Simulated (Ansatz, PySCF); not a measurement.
Bond stretch in HCl (cation, charge +1), doublet.

Levels: UHF/cc-pVTZ (PySCF); UHF/STO-3G = unrestricted Hartree-Fock/STO-3G run with PySCF; ROCCSDT = CCSDT on ROHF/cc-pVTZ, frozen core run with Ansatz (a first-principles code).

Energies are in eV, each relative to the lowest point of its own curve near equilibrium.

```csv
R / Å,UHF,UHF/STO-3G,ROCCSDT
0.99,2.680,?,2.756
1.05,1.537,3.228,1.606
1.12,0.696,1.799,0.753
1.18,0.279,0.988,0.322
1.25,0.044,0.399,0.068
1.28,0.006,0.240,0.020
1.32,0.000,0.096,0.000
1.35,0.024,0.033,0.013
1.41,0.128,0.000,0.093
1.48,0.320,0.082,?
1.52,0.453,0.172,?
1.66,0.990,0.639,?
1.81,?,1.255,1.397
2.01,2.247,2.014,2.095
2.15,2.576,2.443,2.532
2.35,2.916,2.921,3.072
2.61,3.202,3.346,3.627
2.89,3.378,3.606,4.059
3.22,3.482,3.742,4.384
3.52,3.524,3.784,5.519
3.94,3.549,3.799,5.478
4.62,3.560,3.802,5.489
5.32,3.563,3.802,?
```

Q: Some entries are withheld; supply them.

A: 
- 0.99, UHF/STO-3G: 4.995
- 1.48, ROCCSDT: 0.256
- 1.52, ROCCSDT: 0.371
- 1.66, ROCCSDT: 0.847
- 1.81, UHF: 1.590
- 5.32, ROCCSDT: 5.508

The unrestricted determinant behind UHF is spin-contaminated at 2.01 to 5.32 Å (<S²> up to 1.8, against 0.75 for a pure doublet). The unrestricted determinant behind UHF/STO-3G is spin-contaminated at 2.01 to 5.32 Å (<S²> up to 1.7, against 0.75 for a pure doublet). The T1 diagnostic of CCSD on the restricted reference of ROCCSDT exceeds 0.045 at 2.35 to 5.32 Å.
